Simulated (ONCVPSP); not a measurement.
# copper (Cu) ONCV: all-electron and pseudo phase curves

ONCVPSP 4.0.1 input, shortened (lines: element, Z, core and valence counts, functional; n l f; lmax; l rc ep ncon nbas qcut; lloc lpopt rc5 dvloc0; l nproj debl; icmod fcfact rcfact), LDA (Perdew-Wang 92), scalar-relativistic:

```
  Cu 29.00    3    4  -001012      upf
    1    0    2.00
    2    0    2.00
    2    1    6.00
    3    0    2.00
    3    1    6.00
    3    2   10.00
    4    0    1.00
    2
    0    1.25    0.00    4    8    8.70
    1    0.70    0.00    5    8   10.10
    2    1.20    0.00    3    8   14.90
    4    5    0.60    0.00
    0    2    3.40
    1    2    1.10
    2    1    2.40
    3    5.75    1.25
```

In the p channel the program set the typed energies aside and used -2.647, 0.250 Ha.

The phase is arctan(r·R′/R) of the radial function R(r), unwrapped; energies in Ha, scanned from -6 to 5 Ha. A pole is an energy at which the radial function vanishes at the test radius. The pseudo phase is shifted by a multiple of π to meet the all-electron one at the reference energy, and phase errors are pseudo minus all-electron; the curves can meet again beyond the range given. Levels narrower than the energy grid can be missing from the lists of poles.

```
channel  radius (bohr)  reference energy (Ha)  poles, all-electron  poles, pseudo  unbroken range about the reference energy with phases within 0.05 rad  phase error 1 Ha above the reference energy (rad)
      s           1.27                  -0.18                -3.65          -3.65                                                        the whole range                                             -0.000
      p           0.71                  -2.65                 none           none                                                        the whole range                                             +0.000
      d           1.21                  -0.20                 0.90           0.93                                                              below 2.8                                             +0.005
```

Phases in the d channel:

```tsv
E (Ha)	all-electron	pseudo
-5.96	1.260	1.261
-5.40	1.239	1.240
-4.84	1.212	1.214
-4.28	1.179	1.181
-3.72	1.135	1.137
-3.16	1.073	1.076
-2.60	0.979	0.983
-2.04	0.817	0.824
-1.48	0.490	0.499
-0.92	-0.205	-0.198
-0.36	-0.960	-0.959
0.20	-1.339	-1.338
0.76	-1.535	-1.530
1.32	-1.664	-1.653
1.88	-1.771	-1.753
2.44	-1.882	-1.849
3.00	-2.017	-1.957
3.56	-2.214	-2.098
4.12	-2.535	-2.303
4.68	-3.046	-2.626
```
